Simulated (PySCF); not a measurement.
Here is a computed GFN2-xTB geometry (Å):
```
atom  x, y, z in Å
C1    -4.470    0.295   -0.152
C2    -3.260   -0.226   -0.279
O3    -2.147    0.446    0.100
C4    -0.939   -0.152   -0.080
C5     0.188    0.450    0.296
N6     1.446   -0.113    0.133
C7     2.601    0.504    0.531
C8     3.839   -0.317    0.242
O9     2.613    1.592    1.056
H10   -5.340   -0.255   -0.457
H11   -4.611    1.278    0.258
H12   -3.098   -1.218   -0.693
H13   -0.947   -1.136   -0.543
H14    0.193    1.426    0.755
H15    1.498   -1.024   -0.300
H16    3.774   -1.282    0.739
H17    4.713    0.216    0.605
H18    3.939   -0.479   -0.829
```

Neutral, closed shell.

(1) Read off the bonds between heavy atoms and their formal orders.

(2) Which species is it?

(3) Describe the place of each heavy atom.

(4) What is the arrangement about C8?

(5) What is the arrangement about C7?

## Answers

(1) C1–C2 1.32 Å (double); C2–O3 1.35 Å (single); O3–C4 1.36 Å (single); C4–C5 1.33 Å (double); C5–N6 1.39 Å (single); N6–C7 1.37 Å (single); C7–C8 1.51 Å (single); C7–O9 1.21 Å (double). Bonds to hydrogen (Å): C1–H10 1.07; C1–H11 1.07; C2–H12 1.09; C4–H13 1.09; C5–H14 1.08; N6–H15 1.01; C8–H16 1.09; C8–H17 1.09; C8–H18 1.09.

(2) `C=CO/C=C/NC(C)=O`, C6H9NO2. Among its features: amide, C=C double bond and ether.

(3) C1: terminal =CH2 carbon; C2: vinylic carbon bearing oxygen; O3: ether oxygen; C4: vinylic carbon bearing oxygen; C5: vinylic carbon bearing nitrogen; N6: amide nitrogen; C7: amide carbonyl carbon; C8: methyl carbon next to a carbonyl; O9: amide oxygen.

(4) It has 4 neighbours (C7, H16, H17, H18) and is tetrahedral (angles from 108.8° to 110.2°).

(5) It has 3 neighbours (N6, C8, O9) and is planar (angles 124.3°, 122.8° and 112.9°, sum 360.0°, 0.00 Å off the plane of its three neighbours).
